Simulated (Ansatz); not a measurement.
Ba₅⁺. Charge 1, multiplicity 2. Geometry PBE/def2-SVP; atoms count from 1.

| atom | x (Å) | y (Å) | z (Å) |
| --- | --- | --- | --- |
| Ba1 | 1.085 | 0.763 | 2.223 |
| Ba2 | 3.180 | -1.119 | -1.171 |
| Ba3 | -0.928 | -2.402 | -0.234 |
| Ba4 | -0.154 | 1.647 | -1.990 |
| Ba5 | -3.182 | 1.111 | 1.172 |

In the def2 sets Ba takes a core potential; there is no spin–orbit coupling. The charge 1 doublet is spin-contaminated (final ⟨S²⟩ up to 1.21, 0.75 for a pure state). The structure comes from a short search, and lower isomers may exist.

Q: Estimate the Mulliken populations from the PBE0/def2-TZVP orbitals of Ansatz.

A: 
| atom | charge (e) | spin (α − β) |
| --- | --- | --- |
| Ba1 | 0.30 | 0.33 |
| Ba2 | 0.06 | 0.00 |
| Ba3 | 0.31 | 0.34 |
| Ba4 | 0.27 | 0.34 |
| Ba5 | 0.06 | 0.00 |
Mulliken values and Mayer orders depend strongly on the basis.

Q: Where does the spin sit?

A: Summed by element: Ba 1.00, of 1 unpaired in all. Largest on single atoms: Ba3 0.34, Ba4 0.34, Ba1 0.33.

Q: And the Mayer bond orders between bonded heavy atoms (over 0.3)?

A: Ba1–Ba2 0.64 (4.41 Å); Ba1–Ba3 0.49 (4.48 Å); Ba1–Ba4 0.53 (4.48 Å); Ba1–Ba5 0.63 (4.41 Å); Ba2–Ba3 0.63 (4.40 Å); Ba2–Ba4 0.64 (4.41 Å); Ba3–Ba4 0.52 (4.48 Å); Ba3–Ba5 0.64 (4.40 Å); Ba4–Ba5 0.64 (4.41 Å). Values over 0.3 also appear between atoms too far apart for a bond (Ba2–Ba5 0.42 at 7.14 Å); they arise where an orbital or an unpaired electron spreads over both atoms.
